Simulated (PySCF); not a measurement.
C2H5IZn, SMILES C[CH2][Zn][I].

The structure is a stationary point at PBE0-D3(BJ)/def2-SVP. The structure was generated by enumeration; whether it is a known compound was not checked. The def2 effective core potentials stand for the cores of I; spin–orbit coupling is left out. The values are those of a single conformer.

The numbers are results of PySCF with B3LYP/def2-TZVP, not measurements.

Symmetry labels are those of the subgroup Cs that the program uses (full group Cs).

Task: List the valence orbital energies around the gap with their symmetry. (An estimate is asked for; the answer gives what the named calculation found.)

Result: 
```json
[
 {"orbital": "HOMO−7", "symmetry": "A\"", "energy (eV)": "-12.10"},
 {"orbital": "HOMO−6", "symmetry": "A'", "energy (eV)": "-11.53"},
 {"orbital": "HOMO−5", "symmetry": "A'", "energy (eV)": "-10.39"},
 {"orbital": "HOMO−4", "symmetry": "A\"", "energy (eV)": "-9.65"},
 {"orbital": "HOMO−3", "symmetry": "A'", "energy (eV)": "-9.21"},
 {"orbital": "HOMO−2", "symmetry": "A'", "energy (eV)": "-7.43"},
 {"orbital": "HOMO−1", "symmetry": "A'", "energy (eV)": "-7.21"},
 {"orbital": "HOMO", "symmetry": "A\"", "energy (eV)": "-7.21"},
 {"orbital": "LUMO", "symmetry": "A'", "energy (eV)": "-1.00"},
 {"orbital": "LUMO+1", "symmetry": "A'", "energy (eV)": "-0.69"},
 {"orbital": "LUMO+2", "symmetry": "A\"", "energy (eV)": "-0.60"},
 {"orbital": "LUMO+3", "symmetry": "A'", "energy (eV)": "1.05"}
]
```
